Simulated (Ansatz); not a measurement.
`FC[SiH](F)[SiH3]` + H₂ → `C[SiH](F)[SiH3]` + H–F  (hydrogenolysis of a C–F bond)

Computed with Ansatz on PBE0-D4/def2-TZVP structures; ΔE is electronic, products minus reactants. CBS: MP2 limit from def2 TZ/QZ plus the TZ coupled-cluster correction, frozen cores. This one scheme is used for every species. Functionals use def2-TZVPP. HSE06 is defined as in plane-wave codes. One conformer a species, not always the lowest.

`FC[SiH](F)[SiH3]`:

Z-matrix (Å, degrees):
```
C
Si 1 1.894
F 1 1.394 2 108.0
H 1 1.095 2 111.7 3 119.2
H 1 1.095 2 112.2 3 -119.3
Si 2 2.344 1 111.1 3 -54.3
F 2 1.609 1 106.5 3 -174.4
H 2 1.487 1 109.5 3 69.5
H 6 1.486 2 109.3 1 67.6
H 6 1.487 2 110.1 1 -52.4
H 6 1.487 2 109.9 1 -172.6
```

H₂:

Cartesian coordinates in Å:
```
H -0.069 -0.132 -0.342
H 0.069 0.132 0.342
```

`C[SiH](F)[SiH3]`:

```xyz
11

C    -0.729    0.913    1.281
Si   -0.638    0.285   -0.467
F    -0.514    1.546   -1.462
Si    1.207   -1.121   -0.819
H     0.179    1.452    1.558
H    -0.853    0.076    1.974
H    -1.581    1.586    1.405
H    -1.900   -0.421   -0.824
H     2.476   -0.416   -0.488
H     1.269   -1.588   -2.229
H     1.085   -2.310    0.070
```

H–F:

```xyz
2

F     0.123   -0.149    0.417
H    -0.123    0.149   -0.417
```

| level | ΔE (kJ/mol) |
| --- | --- |
| HSE06-D4 | -140.0 |
| CAM-B3LYP-D4 | -131.3 |

**Question.** What does CCSD(T)/CBS give? (An estimate is asked.)

**Answer.** The calculation gave: -145.0 kJ/mol. The listed levels differ from it by 5.0, 13.7 kJ/mol.

Largest T1 diagnostic among the species: 0.012.

At CCSD(T), def2-SVP lies +14.7 kJ/mol from the extrapolated value and def2-TZVPP +2.6 kJ/mol. Leaving LDA and LC-ωPBE aside and taking each functional with its dispersion term where it has one, the values, not all of them listed here, spread over 25.9 kJ/mol, from PBE-QIDH to BLYP-D4. LDA lies −3.4 kJ/mol from PBE without D4. In def2-TZVPP, CCSD(T) changes the Hartree–Fock value by −3.5 kJ/mol (the triples alone add +1.9 kJ/mol) and MP2 by −11.3 kJ/mol.

CCSD(T)/CBS has its own doubt, a few kJ/mol and more with outer-core shells, so smaller differences from it don't rank the levels.
